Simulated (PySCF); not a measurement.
A calculated (PBE, PySCF 2.14, pcseg-2, the non-relativistic Hamiltonian (point nucleus)) atom or ion has these occupied shells.

| shell | electrons | orbital energy (eV) | rms radius, mean of both spins (bohr) |
| --- | --- | --- | --- |
| 1s | 2 | -3510.5 | 0.0945 |
| 2s | 2 | -356.36 | 0.425 |
| 2p | 6 | -285.79 | 0.391 |
| 3s | 2 | -41.084 | 1.37 |
| 3p | 6 | -24.873 | 1.56 |

(1) Name the element and its charge.

Results:

(1) K+ (potassium, charge +1), in [Ar], closed-shell 1S.
